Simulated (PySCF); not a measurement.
C₁₁H₁₀S, SMILES c1c(-c2ccc(s2)C)cccc1, GFN2-xTB optimised geometry.

```
22

C      4.08    -1.42     0.11
C      2.81    -0.66     0.05
C      2.62     0.69    -0.06
C      1.27     1.07    -0.09
C      0.40     0.01     0.00
C     -1.05     0.01     0.00
C     -1.76    -1.19     0.00
C     -3.14    -1.20    -0.01
C     -3.85     0.00    -0.01
C     -3.15     1.20    -0.01
C     -1.77     1.21     0.00
S      1.29    -1.49     0.12
H      4.17    -1.95     1.06
H      4.93    -0.74     0.02
H      4.13    -2.15    -0.69
H      3.43     1.39    -0.12
H      0.95     2.09    -0.18
H     -1.22    -2.12     0.00
H     -3.67    -2.14    -0.01
H     -4.93    -0.01    -0.01
H     -3.70     2.13    -0.01
H     -1.25     2.15     0.01
```

Density from B3LYP/def2-SVP run with PySCF 2.14.0 at that geometry.

Minimum of the electron density along straight lines between bonded atoms, close to the bond critical point (lines longer than 1.1 times the sum of covalent radii, or with two minima, are not listed):

```csv
bond,length / Å,ρ at the minimum / e bohr⁻³,∇²ρ there / e bohr⁻⁵,position (fraction from the first atom)
C1–C2,1.486,0.260,-0.62,0.49
C2–C3,1.360,0.325,-0.83,0.51
C3–C4,1.409,0.300,-0.75,0.50
C4–C5,1.368,0.320,-0.81,0.49
C5–C6,1.448,0.279,-0.69,0.51
C6–C7,1.397,0.308,-0.78,0.50
C7–C8,1.380,0.316,-0.82,0.50
C8–C9,1.385,0.314,-0.81,0.50
C9–C10,1.385,0.314,-0.81,0.50
C6–C11,1.398,0.307,-0.78,0.50
C10–C11,1.381,0.316,-0.82,0.50
C2–S12,1.732,0.213,-0.45,0.47
C5–S12,1.746,0.207,-0.42,0.46
C1–H13,1.090,0.276,-1.01,0.63
C1–H14,1.087,0.278,-1.03,0.63
C1–H15,1.090,0.276,-1.02,0.63
C3–H16,1.076,0.284,-1.08,0.63
C4–H17,1.075,0.285,-1.09,0.63
C7–H18,1.081,0.284,-1.07,0.63
C8–H19,1.080,0.284,-1.08,0.63
C9–H20,1.080,0.284,-1.08,0.63
C10–H21,1.080,0.284,-1.08,0.63
C11–H22,1.079,0.285,-1.08,0.63
```
